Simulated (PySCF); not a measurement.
Fe⁻ (iron, charge -1) across methods

[Ar] 3d7 4s2, high-spin 4F determinant. All numbers are calculated (PySCF 2.14, no relativity, point nucleus, in aug-cc-pwCVTZ).

```tsv
method	E (hartree)	mean ε 4s α (eV)	mean ε 4s β (eV)	mean ε 3d β (eV)	Σ⟨r²⟩ (bohr²)	⟨S²⟩
PBE0	-1263.482	0.142	0.628	1.123	70.13	3.795
HSE06	-1263.498	0.465	0.954	1.527	69.35	3.796
r2SCAN0	-1263.647	-0.049	0.555	0.990	70.71	3.828
wB97M-V	-1263.629	-1.186	-0.866	-1.214	67.14	3.770
UHF	-1262.38052	-1.465	0.050	-4.051	91.34	3.980
LDA	-1261.264	0.499	0.931	2.594	67.57	3.806
r2SCAN	-1263.686	0.422	0.948	2.464	69.20	3.828
PBE	-1263.480	0.611	1.046	2.518	69.38	3.802
```

The highest occupied level is positive at PBE0, HSE06, r2SCAN0, UHF, LDA, r2SCAN, PBE: only the finite basis holds that electron, at UHF too, so the state is unbound at these levels.
